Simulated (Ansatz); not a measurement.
CH₈BNSi, SMILES `CNB[SiH3]`. The species carries charge 0 and has multiplicity 1. Geometry: relaxed with PBE0-D4/def2-TZVP. It is one conformer, not always the lowest.

```xyz
12

C     0.857    1.549   -1.190
N     0.586    0.415   -0.334
B    -0.656   -0.048    0.065
Si   -0.806   -1.657    1.268
H     1.460    2.302   -0.673
H    -0.087    2.005   -1.484
H     1.393    1.246   -2.094
H     1.419   -0.059   -0.018
H    -1.622    0.544   -0.333
H    -1.502   -1.328    2.545
H    -1.580   -2.757    0.624
H     0.537   -2.210    1.624
```

Q: What is the dipole moment at B3LYP/def2-TZVPP? (Best estimate.)

A: Computed: 2.71 D, with components (1.87, 1.54, -1.22) D in this frame, pointing from negative to positive charge.

Q: And with PBE, r2SCAN, ωB97M-V? (Estimate.)

A: Computed: PBE 2.82 D, r2SCAN 2.76 D, ωB97M-V 2.70 D.

Q: Give the Mulliken charges with B3LYP, r2SCAN, ωB97M-V in def2-TZVPP. (Best estimate.)

A: Ansatz gave: 
| atom | B3LYP | r2SCAN | ωB97M-V |
| --- | --- | --- | --- |
| C1 | -0.15 | -0.03 | -0.21 |
| N2 | -0.15 | -0.17 | -0.14 |
| B3 | 0.01 | 0.01 | -0.05 |
| Si4 | 0.10 | 0.14 | 0.01 |
| H5 | 0.10 | 0.06 | 0.12 |
| H6 | 0.09 | 0.06 | 0.10 |
| H7 | 0.10 | 0.06 | 0.12 |
| H8 | 0.14 | 0.15 | 0.12 |
| H9 | 0.01 | -0.02 | 0.05 |
| H10 | -0.08 | -0.08 | -0.04 |
| H11 | -0.08 | -0.08 | -0.04 |
| H12 | -0.10 | -0.10 | -0.05 |

B3LYP here is the variant with VWN-RPA as its local correlation; programs differ in this.
